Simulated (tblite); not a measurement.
Species: C₄H₆FGaO.
Numbering: `[CH2:1]=[CH:2][O:3]/[C:4]([F:5])=[CH:6]/[GaH2:7]` (hydrogens: H8, H9 on C1; H10 on C2; H11 on C6; H12, H13 on Ga7)

Computed with GFN2-xTB (tblite), gas phase: L-BFGS steps from a force-field or distance-geometry start until the largest atomic force falls under 0.01 eV/Å.

Step 66: E = -586.1763 eV
```
atom  x, y, z in Å  |  force x, y, z in eV/Å
C1     -3.0198   -0.0493   -0.4806    0.002   0.011   0.017
C2     -1.7658    0.3319   -0.3197   -0.010   0.005   0.010
O3     -0.8266   -0.5531    0.1537   -0.001  -0.014  -0.007
C4      0.4664   -0.3197    0.0661    0.010   0.012  -0.027
F5      0.8001    1.0799   -0.0095    0.015   0.015  -0.018
C6      1.5205   -1.1186    0.0702    0.011   0.031  -0.010
Ga7     2.9541    0.2660   -0.1951   -0.007  -0.001   0.004
H8     -3.7617    0.6409   -0.8327    0.003  -0.001   0.008
H9     -3.3247   -1.0554   -0.2582   -0.027  -0.007   0.005
H10    -1.4170    1.3338   -0.5317    0.006   0.003  -0.016
H11     1.3345   -2.1792    0.1199    0.006  -0.066   0.002
H12     3.7793    0.8628    0.9818   -0.010   0.015   0.015
H13     3.2564    0.7609   -1.6432    0.002  -0.003   0.017
```

Step 67: E = -586.1767 eV
```
atom  x, y, z in Å  |  force x, y, z in eV/Å
C1     -3.0213   -0.0497   -0.4804   -0.003   0.023   0.030
C2     -1.7670    0.3314   -0.3197   -0.015   0.008  -0.001
O3     -0.8258   -0.5549    0.1471   -0.001  -0.006  -0.006
C4      0.4676   -0.3195    0.0622    0.008  -0.006  -0.035
F5      0.7989    1.0790   -0.0208    0.021   0.013  -0.013
C6      1.5221   -1.1188    0.0717   -0.014   0.041  -0.011
Ga7     2.9556    0.2650   -0.1943    0.000   0.003   0.009
H8     -3.7640    0.6433   -0.8274    0.017  -0.020   0.014
H9     -3.3262   -1.0559   -0.2583   -0.028  -0.004  -0.004
H10    -1.4213    1.3351   -0.5297    0.015  -0.007  -0.012
H11     1.3355   -2.1794    0.1266    0.009  -0.054   0.003
H12     3.7820    0.8597    0.9836   -0.012   0.014   0.015
H13     3.2595    0.7655   -1.6397    0.001  -0.006   0.011
```

Question: Estimate the geometry and energy of step 68. (The exact step hangs on the optimiser's Hessian estimate; all steps are aligned on step 67, rigid shifts and turns removed.)

Answer: E = -586.1771 eV, largest force 0.050 eV/Å
```
atom  x, y, z in Å  |  force x, y, z in eV/Å
C1     -3.0232   -0.0501   -0.4786   -0.006   0.026   0.040
C2     -1.7688    0.3314   -0.3185   -0.011   0.003  -0.014
O3     -0.8246   -0.5567    0.1393    0.000   0.011  -0.006
C4      0.4689   -0.3187    0.0553    0.002  -0.032  -0.039
F5      0.7981    1.0781   -0.0388    0.024   0.009  -0.008
C6      1.5233   -1.1189    0.0711   -0.035   0.035  -0.004
Ga7     2.9579    0.2636   -0.1934    0.005   0.005   0.012
H8     -3.7667    0.6454   -0.8201    0.023  -0.033   0.018
H9     -3.3279   -1.0571   -0.2584   -0.024   0.005  -0.012
H10    -1.4261    1.3367   -0.5264    0.022  -0.015  -0.006
H11     1.3358   -2.1798    0.1365    0.015  -0.020  -0.002
H12     3.7825    0.8552    0.9874   -0.013   0.014   0.017
H13     3.2664    0.7719   -1.6346    0.000  -0.010   0.004
```

The energy changes by -0.0004 eV. The first-order estimate −F·Δx gives -0.0006 eV and the mean of the old and new forces, exact on a quadratic surface, -0.0004 eV. The step makes an angle of 79° with the force vector and moves no atom by more than 0.018 Å.

The cost below is that of the whole relaxation. The run took 0.44 s on one thread, Arm Neoverse V2 (aarch64), shared host with 32 logical CPUs at a one-minute load of 22.
